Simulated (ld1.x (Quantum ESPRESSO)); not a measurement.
**Transferability test, PAW potential for Sn (Z = 50)**

```json
{
  "Element": "Sn (Z = 50)",
  "Generator": "ld1.x (Quantum ESPRESSO) 7.5",
  "Type": "PAW",
  "Functional": "PBE",
  "Relativity": "fully relativistic",
  "Frozen core": "[Kr]",
  "Valence charge": "14",
  "Reference configuration": "4d10 5s2 5p2",
  "Partial waves": "5s (bound): rcut 1.75, rcutus 2.20 bohr; 5s channel at 2.1 Ry: rcut 1.75, rcutus 2.20 bohr; 5p (bound): rcut 2.50, rcutus 2.95 bohr; 5p channel at 0.4 Ry: rcut 2.50, rcutus 2.95 bohr; 4d (bound): rcut 1.50, rcutus 1.75 bohr; 4d channel at -0.95 Ry: rcut 1.50, rcutus 1.75 bohr",
  "Local potential": "all-electron potential smoothed inside 2.95 bohr (lloc = -1)",
  "Core correction": "Bessel-smoothed model core inside 1.25 bohr",
  "Augmentation charge": "BESSEL, radius 1.15 bohr"
}
```

Open shells are filled in proportion to 2j + 1 (rel_dist='average').

Energies are relative to the spin-unpolarised reference configuration 4d10 5s2 5p2; without spin polarisation the order of configurations can differ from experiment.

Problem. Give the all-electron excitation energy and the error of the potential for: 4d10 5s2 5p1; 4d10 5s2 5p0; 4d10 5s1 5p0; 4d9 5s2 5p3; 4d10 5s0 5p0; 4d10 5s1 5p2; 4d10 5s2 5p1.5.

Solution.

```
valence configuration  charge  ΔE all-electron (eV)  error AE − PS (meV)
         4d10 5s2 5p1      +1                 6.887                 +0.5
         4d10 5s2 5p0      +2                20.858                 +3.4
         4d10 5s1 5p0      +3                51.828                 +1.7
          4d9 5s2 5p3       0                24.435                  -30
         4d10 5s0 5p0      +4                92.952                  -19
         4d10 5s1 5p2      +1                14.517                 -0.6
       4d10 5s2 5p1.5    +0.5                 2.622                 +0.1
```

Levels in the configuration 4d10 5s2 5p1.5:

```json
{"level": "4d j=3/2", "all-electron (eV)": "-30.217", "pseudo (eV)": "-30.222"}
{"level": "4d j=5/2", "all-electron (eV)": "-29.175", "pseudo (eV)": "-29.179"}
{"level": "5s j=1/2", "all-electron (eV)": "-14.016", "pseudo (eV)": "-14.016"}
{"level": "5p j=1/2", "all-electron (eV)": "-7.176", "pseudo (eV)": "-7.175"}
{"level": "5p j=3/2", "all-electron (eV)": "-6.670", "pseudo (eV)": "-6.669"}
```

The ghost test of this file was not conclusive.
